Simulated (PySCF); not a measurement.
A structure optimised at PBE-D3(BJ)/def2-SVP, used in a PySCF frequency run:

```
O
Si 1 1.7052
H 2 1.5008 1 104.84
H 2 1.5047 3 110.06 1 119.53
H 2 1.5049 3 110.33 4 120.52
Se 1 1.8522 2 116.45 3 -179.18
Se 6 2.3221 1 104.69 2 -79.94
H 7 1.4958 6 97.64 1 -85.71
```
Charge 0, spin multiplicity 1.

Problem. Write its SMILES and formula.

Solution. [SiH3]O[Se][SeH], H₄OSe₂Si

Problem. What are its rotational constants (standard atomic weights)?

Solution. 3.3504, 1.1228, 0.88611 GHz
